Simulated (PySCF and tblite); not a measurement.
Results of a calculation; reference values are marked as such.
System: C7H13FO, numbered as in [CH3:1][O:2][C@@H:3]1[CH2:4][CH2:5][CH2:6][C@H:7]([F:8])[CH2:9]1.

For the rotation about the C3–O2 bond (torsion C4–C3–O2–C1 from -165° to -296°, falling): electronic barrier 4.80 kcal/mol, zero-point change -0.03 kcal/mol, thermal and entropy terms at 350 K a further 0.76 kcal/mol (symmetry numbers apart). The minimum is C1, the saddle C1. Level: PBE0/pcSseg-1 + D3(BJ) on GFN2-xTB stationary points, with GFN2-xTB thermal terms. Rates follow Eyring's equation with the number of equivalent paths and no tunnelling. (PySCF 2.14 with density fitting, tblite 0.8.)

(1) How many equivalent paths lead out of the minimum?

(2) Work out the rate at 350 K.

Answers

(1) 1: the symmetry number of the minimum is 1, that of the saddle displaced along its mode 1.

(2) ΔG‡ = 5.53 kcal/mol; k_B T/h = 7.3×10¹² s⁻¹; exp(−ΔG‡/RT) = 0.00035; times 1 gives k = 2.6×10⁹ s⁻¹. Wigner's tunnelling factor for the 126i cm⁻¹ mode would be 1.01.
